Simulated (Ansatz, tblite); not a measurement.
Isomers of Mg₃Al₃⁺ (singlet), found by a short tight-binding search and relaxed with PBE0-D4/def2-SVP in Ansatz.

The xTB rows come from tblite. B3LYP takes the VWN-RPA correlation. HSE06 is defined as in plane-wave codes, on full-range PBE exchange. Correlated methods freeze 18 core orbitals; core or outer-core shells of Mg are correlated, in sets that lack core-valence functions.

Run but left out: HF/STO-3G (A: restricted singlet, unstable in another Hartree–Fock run and untested here); HF/def2-TZVP, HF/def2-TZVPP (A: restricted singlet, unstable towards broken spin symmetry).

A: The restricted singlet is unstable towards broken spin symmetry in Hartree–Fock (as tested in another run); at PBE-D4/def2-SVP, PBE-D4/def2-TZVP, r2SCAN-D4/def2-TZVP, B3LYP-D4/def2-TZVP and others this wasn't settled. At MP2/def2-TZVP, CCSD(T)/def2-TZVPP the restricted singlet (for correlated methods, its reference) is unstable: a solution with broken spin symmetry lies lower. B: The restricted singlet is unstable towards broken spin symmetry in Hartree–Fock (as tested in another run); at PBE-D4/def2-SVP, PBE-D4/def2-TZVP, r2SCAN-D4/def2-TZVP, B3LYP-D4/def2-TZVP and others this wasn't settled. At MP2/def2-TZVP, CCSD(T)/def2-TZVPP the restricted singlet (for correlated methods, its reference) is unstable: a solution with broken spin symmetry lies lower. C: The restricted singlet is unstable towards broken spin symmetry in Hartree–Fock (as tested in another run); at PBE-D4/def2-SVP, PBE-D4/def2-TZVP, r2SCAN-D4/def2-TZVP, B3LYP-D4/def2-TZVP and others this wasn't settled. At MP2/def2-TZVP, CCSD(T)/def2-TZVPP the restricted singlet (for correlated methods, its reference) is unstable: a solution with broken spin symmetry lies lower. D: The restricted singlet is unstable towards broken spin symmetry in Hartree–Fock (as tested in another run); at PBE-D4/def2-SVP, PBE-D4/def2-TZVP, r2SCAN-D4/def2-TZVP, B3LYP-D4/def2-TZVP and others this wasn't settled. At MP2/def2-TZVP, CCSD(T)/def2-TZVPP the restricted singlet (for correlated methods, its reference) is unstable: a solution with broken spin symmetry lies lower.

Other spin states weren't relaxed.

A:

```xyz
6

Al   -0.2006   -1.1694    0.6186
Al   -2.3409    0.4126    0.6608
Al    0.4423   -1.4808   -1.9309
Mg   -0.1376    1.3021   -1.0526
Mg   -0.3283    1.4608    2.1898
Mg    2.5650   -0.5254   -0.4857
```

B:

```xyz
6

Al   -1.265   -0.661    0.557
Al    0.558    1.264    0.661
Al    0.709   -0.605   -1.217
Mg   -1.463    1.249    2.520
Mg    2.618    1.370   -1.152
Mg   -1.157   -2.617   -1.369
```

C:

```xyz
6

Al   -1.448    0.477   -1.082
Al    0.910   -0.404   -1.606
Al   -0.014   -0.726    1.191
Mg    0.652    2.104   -0.552
Mg   -2.520    0.263    1.583
Mg    2.419   -1.714    0.466
```

D:

Cartesian coordinates in Å:
```
Al -0.8052 -0.9275 2.0377
Al 0.0873 0.2223 -0.1274
Al -0.2508 -2.3646 -0.0475
Mg 0.7682 2.4167 -1.4689
Mg 0.6890 -1.1896 -2.3937
Mg -0.4885 1.8428 1.9998
```

Task: Estimate their order by electronic energy at PBE0-D4/def2-TZVP, counted from the lowest.

Result: B (0.0) < C (15.1) < D (31.8) < A (43.8), in kJ/mol.

Task: Do the other levels pick the same lowest one?

Result: All that were run do. Energies above each level's lowest (kJ/mol):

```json
{"level": "GFN1-xTB", "A": "63.3", "B": "0.0", "C": "122.9", "D": "10.6"}
{"level": "GFN2-xTB", "A": "42.8", "B": "0.0", "C": "28.9", "D": "35.0"}
{"level": "PBE-D4/def2-SVP", "A": "44.8", "B": "0.0", "C": "21.2", "D": "27.4"}
{"level": "PBE-D4/def2-TZVP", "A": "50.2", "B": "0.0", "C": "23.2", "D": "28.9"}
{"level": "r2SCAN-D4/def2-TZVP", "A": "63.8", "B": "0.0", "C": "29.8", "D": "35.1"}
{"level": "B3LYP-D4/def2-TZVP", "A": "43.9", "B": "0.0", "C": "15.2", "D": "26.7"}
{"level": "PBE0-D4/def2-SVP", "A": "38.9", "B": "0.0", "C": "13.2", "D": "29.7"}
{"level": "PBE0-D4/def2-TZVP", "A": "43.8", "B": "0.0", "C": "15.1", "D": "31.8"}
{"level": "r2SCAN0-D4/def2-TZVP", "A": "53.9", "B": "0.0", "C": "20.7", "D": "35.4"}
{"level": "HSE06-D4/def2-TZVP", "A": "46.7", "B": "0.0", "C": "17.4", "D": "31.4"}
{"level": "MP2/def2-TZVP", "A": "88.0", "B": "0.0", "C": "39.1", "D": "39.9"}
{"level": "MP2/def2-TZVPP", "A": "89.3", "B": "0.0", "C": "39.9", "D": "40.1"}
{"level": "CCSD/def2-TZVPP", "A": "38.9", "B": "0.0", "C": "9.2", "D": "36.6"}
{"level": "CCSD(T)/def2-TZVPP", "A": "53.2", "B": "0.0", "C": "20.2", "D": "34.6"}
```
Point groups (tolerance 0.1 Å): A not assigned, B D3h, C not assigned, D Cs. Lower isomers may exist.
